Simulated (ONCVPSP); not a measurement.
## Reading a pseudo-wave (Be)

Columns: radius, all-electron u(r) and pseudo u(r) of the 1s shell (level -106.46 eV) of beryllium in the configuration 1s2 2s2; PW91, scalar-relativistic, ONCV scheme, ONCVPSP 4.0.1.

| r (bohr) | all-electron | pseudo |
| --- | --- | --- |
| 0.042 | 0.5215 | 0.3477 |
| 0.085 | 0.8895 | 0.6789 |
| 0.128 | 1.1313 | 0.9633 |
| 0.170 | 1.2765 | 1.1815 |
| 0.212 | 1.3550 | 1.3336 |
| 0.255 | 1.3846 | 1.4215 |
| 0.298 | 1.3773 | 1.4485 |
| 0.340 | 1.3449 | 1.4277 |
| 0.382 | 1.2950 | 1.3730 |
| 0.425 | 1.2320 | 1.2953 |
| 0.467 | 1.1634 | 1.2091 |
| 0.510 | 1.0892 | 1.1182 |
| 0.552 | 1.0154 | 1.0318 |
| 0.595 | 0.9403 | 0.9482 |
| 0.638 | 0.8671 | 0.8702 |
| 0.680 | 0.7982 | 0.7992 |
| 0.722 | 0.7327 | 0.7329 |
| 0.765 | 0.6694 | 0.6693 |
| 0.807 | 0.6114 | 0.6113 |
| 0.850 | 0.5559 | 0.5559 |
| 0.892 | 0.5057 | 0.5057 |
| 0.935 | 0.4582 | 0.4582 |
| 0.977 | 0.4155 | 0.4154 |
| 1.020 | 0.3753 | 0.3753 |
| 1.062 | 0.3395 | 0.3395 |
| 1.105 | 0.3061 | 0.3061 |

**Question.** How many radial nodes do the two functions have?

**Answer.** The all-electron 1s function has n − l − 1 = 0; the pseudo-wave has 0.

**Question.** At about which radius was the pseudo-wave matched?

**Answer.** 0.85 bohr. The columns agree to 0.0005 from 0.72 bohr on; several derivatives are matched, so the curves merge somewhat inside the radius.

**Question.** Where does each function peak?

**Answer.** Outermost all-electron maximum near 0.26 bohr, pseudo maximum near 0.30 bohr (to the table’s step).

**Question.** Is the pseudo-wave norm-conserving?

**Answer.** Yes: the ONCV scheme keeps the norm inside the radius equal to the all-electron one, which fixes the energy derivative of the logarithmic derivative at the level.
